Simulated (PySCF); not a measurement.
Excitation energy of Ir by level of theory

Ir [Xe] 4f14 5d7 6s2 (4F) → Ir [Xe] 4f14 5d6 6s2 6p1 (high-spin determinant), as a difference of total energies. Computed with PySCF 2.14 in def2-QZVPPD with the def2 core potential (60 electrons), with scalar relativity through the core potential. Correlated levels: valence: 5s2 5p6 frozen. The calculations carry no spin-orbit coupling.

```csv
method,excitation energy (eV)
UHF,4.373
MP2 (valence),5.470
SCS-MP2 (valence),5.697
CCSD (valence),5.162
CCSD(T) (valence),4.989
```

How much does correlation contribute at CCSD(T) (valence)?

4.989 − (4.373) = 0.616 eV, measured against UHF.

The coupled-cluster amplitudes are large for the upper state (T1 above 0.03 or a double amplitude above 0.15), so a single reference is strained.

The determinant of the upper state mixes LS terms, which raises its energy above the lowest term, most at the Hartree-Fock and MP2 levels.
